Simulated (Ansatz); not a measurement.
Bonds to the group Y in Y-Sn(OH)3. All species are isolated molecules in the gas phase. Each species was relaxed from one start; no search for lower structures was made at this level. In the def2 sets, heavy atoms carry core potentials. Strings in code marks are SMILES.

Quantity: electronic energy of homolysis of the metal–ligand bond (relaxed doublet parts, no counterpoise, zero-point or spin–orbit term), in eV.

A: allyl: `C=C[CH2][Sn]([OH])([OH])[OH]`
B: but-3-enyl: `C=CC[CH2][Sn]([OH])([OH])[OH]`
C: trifluoromethyl: `[OH][Sn]([OH])([OH])[C](F)(F)F`

Order them by electronic energy of homolysis of the metal–ligand bond (relaxed doublet parts, no counterpoise, zero-point or spin–orbit term) (lowest first) at the level B3LYP-D3(BJ)/def2-TZVP // PBE0-D3(BJ)/def2-SVP (Ansatz, an electronic-structure program).

A (2.08 eV), C (2.36 eV), B (2.72 eV)
